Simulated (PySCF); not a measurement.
# Electronic structure of W²⁺ (tungsten, charge +2) at the M06-2X level

Configuration: [Xe] 4f14 5d4, high-spin 5D determinant. Calculation: PySCF 2.14, in x2c-QZVPPall; the spin-free X2C one-electron Hamiltonian (Gaussian nucleus).

```
Total energy                                                  : -16144.41 hartree
One-electron energy                                           : -22108.87 hartree
Hartree (Coulomb) energy                                      : 6294.50 hartree
Exchange-correlation energy                                   : -330.05 hartree
⟨S²⟩                                                          : 6.0018
⟨L²⟩                                                          : 6.018
Sum of ⟨r⟩                                                    : 38.38 bohr
Sum of ⟨r²⟩                                                   : 41.34 bohr²
Traceless quadrupole moment −½Σ⟨3z² − r²⟩ along its main axis : -1.24 e·bohr²
Langevin diamagnetic susceptibility                           : -32.7 ×10⁻⁶ cm³/mol
Time after the integrals                                      : about 40 core-seconds
```

```
shell  electrons  mean orbital energy (hartree)  spread (hartree)  rms radius, mean of both spins (bohr)
 1s β          1                    -2557.56567                 0                                 0.0208
 1s α          1                    -2557.56502                 0                                 0.0208
 2s α          1                     -444.04775                 0                                 0.0839
 2s β          1                     -444.04133                 0                                 0.0839
 2p α          3                     -390.00802           0.00191                                 0.0762
 2p β          3                     -390.00037           0.00388                                 0.0762
 3s α          1                     -103.69191                 0                                  0.215
 3s β          1                     -103.68731                 0                                  0.215
 3p α          3                      -87.53005           0.00554                                  0.216
 3p β          3                      -87.52569           0.00687                                  0.216
 3d α          5                      -68.19142           0.00414                                  0.197
 3d β          5                      -68.18408           0.00738                                  0.197
 4s α          1                      -22.32886                 0                                  0.479
 4s β          1                      -22.31813                 0                                  0.479
 4p α          3                      -16.96617           0.01104                                  0.510
 4p β          3                      -16.95389           0.01486                                  0.510
 4d α          5                       -9.96366           0.01208                                  0.552
 4d β          5                       -9.94462           0.01814                                  0.552
 5s α          1                       -3.84645                 0                                   1.13
 5s β          1                       -3.79384                 0                                   1.13
 5p α          3                       -2.44788           0.01174                                   1.32
 5p β          3                       -2.34622           0.04076                                   1.32
 4f α          7                       -2.17470           0.01233                                  0.675
 4f β          7                       -2.15239           0.01924                                  0.675
 5d α          4                       -0.86885           0.02163                                   2.00
```

Spin-orbit coupling, absent here, splits the open shell strongly.

Densities and radii are taken from the X2C orbitals without a picture-change correction, which distorts them close to the nucleus.
